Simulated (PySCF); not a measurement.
C₄H₇F, SMILES C(CC)(F)=C.

Geometry: TPSSh-D3(BJ)/def2-SVP. The values are those of a single conformer.

The numbers are results of TDA-B3LYP/def2-SVPD run with PySCF 2.14.0, not measurements.

Vertical excitations. Gas-phase values at a fixed geometry.

```tsv
state	energy (eV)	λ (nm)	f	main pairs
S1	6.63	187	0.043	HOMO→LUMO+1 77 %, HOMO→LUMO 20 %
S2	7.41	167	0.165	HOMO→LUMO+2 59 %, HOMO→LUMO 26 %, HOMO→LUMO+3 10 %
S3	7.67	162	0.197	HOMO→LUMO+2 37 %, HOMO→LUMO 25 %, HOMO→LUMO+3 17 %, HOMO→LUMO+1 12 %
S4	7.90	157	0.121	HOMO→LUMO+3 57 %, HOMO→LUMO+5 25 %, HOMO→LUMO 10 %
S5	8.10	153	0.018	HOMO→LUMO+4 93 %
S6	8.21	151	0.094	HOMO→LUMO+5 62 %, HOMO→LUMO+3 12 %
S7	8.37	148	0.007	HOMO−1→LUMO 78 %, HOMO−2→LUMO 13 %
S8	8.72	142	0.001	HOMO−2→LUMO 81 %, HOMO−1→LUMO 14 %
S9	8.91	139	0.005	HOMO→LUMO+7 82 %
S10	8.99	138	0.017	HOMO→LUMO+6 90 %
T1	4.41	281	0	HOMO→LUMO 87 %
T2	6.50	191	0	HOMO→LUMO+1 87 %
T3	7.38	168	0	HOMO→LUMO+2 88 %
T4	7.75	160	0	HOMO→LUMO+3 72 %, HOMO→LUMO+5 17 %
```
Triplets are in the Tamm–Dancoff approximation.
